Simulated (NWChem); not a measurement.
System: MgHCl; SMILES [Cl][MgH]

The following NWChem deck was run.

```
start job
memory heap 200 mb stack 900 mb global 1100 mb
geometry units angstroms
  Mg    -0.674771    -0.296468    -0.951872
  H     -1.561586    -0.675016    -2.191702
  Cl     0.506990     0.222436     0.714872
end
basis spherical
  * library 6-31g*
end
dft
  xc b3lyp
  iterations 150
end
driver
  maxiter 120
end
task dft optimize
task dft freq
```

The level has its own optimisation; frequencies are unscaled.

Predict the main results of this run. (B3LYP/6-31G* (spherical d).) Quantities: r H–Mg (Å); r Cl–Mg (Å); highest harmonic frequency (cm⁻¹); lowest (cm⁻¹); zero-point energy (kcal/mol); dipole (D).

The r H–Mg (Å) comes out as 1.693, the r Cl–Mg (Å) is 2.211 and the highest harmonic frequency (cm⁻¹) comes out as 1665. The lowest (cm⁻¹) is 331. The zero-point energy (kcal/mol) comes out as 3.5 and the dipole (D) comes out as 1.69.
